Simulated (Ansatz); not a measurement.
`[F][GaH][Br]` + NH₃ → `[NH2][GaH][Br]` + H–F at 298.15 K and 1 bar (ligand exchange at a Ga–F bond).

Isolated molecules relaxed with PBE0-D4/def2-TZVP in Ansatz; ΔE leaves out vibrations. CCSD(T)/CBS adds triple-zeta CCSD(T) − MP2 to the extrapolated MP2 energy (def2 sets, frozen cores). This one scheme is used for every species. For Br, Ga outer-core shells are correlated without core-valence functions, which leaves a few kJ/mol of doubt a bond. Scalar relativity is left out up to krypton. One conformer a species, not always the lowest.

```tsv
species	CCSD(T)/CBS energy (Eh)	H − E (kJ/mol)	S (J/(mol·K))
`[F][GaH][Br]`	-4597.74300	39.6	306.3
NH₃	-56.50880	100.5	192.4
`[NH2][GaH][Br]`	-4553.84396	103.7	320.2
H–F	-100.39570	33.5	173.6
```

H − E and S are ideal-gas, rigid-rotor, harmonic terms from PBE0-D4/def2-TZVP, for one conformer and one mirror image of each species. 1 Eh = 2625.50 kJ/mol, R = 8.31446 J/(mol·K).

**Question.** By hand: ΔE, ΔH, ΔS and ΔG.

**Answer.** ΔE = (-4553.84396) + (-100.39570) − (-4597.74300) − (-56.50880) = 0.01214 Eh = 31.9 kJ/mol. Δ(H − E) = 103.7 + 33.5 − 39.6 − 100.5 = -2.9, so ΔH = 29.0 kJ/mol. ΔS = 320.2 + 173.6 − 306.3 − 192.4 = -4.9 J/(mol·K). ΔG = 29.0 − 298.15 × (-4.9)/1000 = 30.5 kJ/mol.

**Question.** By hand: the equilibrium constant, and the temperature at which ΔG would vanish if ΔH and ΔS stayed fixed.

**Answer.** log₁₀ K = −ΔG/(RT ln 10) = -5.3. ΔH and −TΔS have one sign here, so there is no such temperature. One of them is within its doubt of zero, so this could turn.

The number of gas molecules stays the same, so ΔS is small and ΔH decides. A doubt of 5 kJ/mol in ΔE shifts log₁₀ K by 0.9 here. Other conformers and mirror images would add mixing entropy, several J/(mol·K) or more a flexible species. These are equilibria of isolated gas molecules and say nothing of rates. Largest T1 diagnostic: 0.012 (customary marks: 0.02 for closed shells, 0.045 for open ones).
